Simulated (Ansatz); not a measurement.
C₂H₇AlOSi, SMILES `[CH3][Al]1[O][CH]1[SiH3]`. Charge 0, multiplicity 1. All single points use the PBE0-D4/def2-TZVP geometry.

```xyz
12

C     2.557    0.904   -0.080
Al    0.927   -0.132   -0.104
O     0.148   -1.396    0.736
C    -0.747   -0.951   -0.395
Si   -2.339   -0.188    0.179
H     2.628    1.468    0.854
H     2.604    1.610   -0.911
H     3.426    0.244   -0.136
H    -0.854   -1.727   -1.157
H    -2.035    0.958    1.085
H    -3.092    0.336   -0.996
H    -3.223   -1.128    0.926
```

Question: What is the dipole moment at r2SCAN/def2-TZVPP? (Best estimate.)

Answer: Computed: 3.84 D, with components (3.02, 1.89, -1.46) D in this frame, pointing from negative to positive charge.

Question: And with PBE, B3LYP, ωB97M-V? (An estimate is asked.)

Answer: Computed: PBE 3.75 D, B3LYP 3.87 D, ωB97M-V 3.96 D.

Question: Give the Mulliken charges with r2SCAN, B3LYP, ωB97M-V in def2-TZVPP. (An estimate is asked.)

Answer: The calculation gave: 
```csv
atom,r2SCAN,B3LYP,ωB97M-V
C1,-0.32,-0.37,-0.44
Al2,0.49,0.40,0.46
O3,-0.41,-0.42,-0.40
C4,-0.07,-0.03,-0.11
Si5,0.31,0.29,0.20
H6,0.08,0.10,0.12
H7,0.08,0.11,0.12
H8,0.08,0.10,0.12
H9,0.05,0.08,0.09
H10,-0.11,-0.10,-0.06
H11,-0.09,-0.09,-0.05
H12,-0.08,-0.07,-0.04
```

B3LYP here is the variant with VWN-RPA as its local correlation; programs differ in this.
